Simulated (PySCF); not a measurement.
PySCF 2.14 output of an unrestricted M06-L calculation on a single atom or ion in x2c-SVPall (6s4p5d1f, 50 functions), with scalar relativity by spin-free X2C-1e:

```
SCF conv_tol = 1e-09
number electrons alpha = 19  beta = 18
    Y. Zhao and D. G. Truhlar.,  J. Chem. Phys. 125, 194101 (2006)
    Y. Zhao and D. G. Truhlar.,  J. Chem. Phys. 125, 194101 (2006)
    Y. Zhao and D. G. Truhlar.,  Theor. Chem. Acc. 120, 215 (2008)
cycle= 1 E= -3178.60531046364  delta_E= -0.00167  |g|= 0.0234  |ddm|= 0.326
cycle= 2 E= -3178.60535731955  delta_E= -4.69e-05  |g|= 0.01  |ddm|= 0.00884
cycle= 3 E= -3178.60536775494  delta_E= -1.04e-05  |g|= 5.11e-05  |ddm|= 0.00276
cycle= 4 E= -3178.60536775685  delta_E= -1.91e-09  |g|= 3.63e-06  |ddm|= 9.93e-05
cycle= 5 E= -3178.60536775686  delta_E= -9.09e-12  |g|= 6.36e-08  |ddm|= 1.09e-05
converged SCF energy = -3178.60536775686  <S^2> = 0.75079071  2S+1 = 2.0007906
```

The run itself started from symmetry-adapted Hartree-Fock orbitals and held the occupation by maximum overlap, on a logarithmic radial grid, so the iterations belong to that start.

Question: Which element, charge and spin multiplicity is this?

Answer: Sr⁺ (strontium, charge +1), multiplicity 2; the state was [Kr] 5s1, 2S determinant.
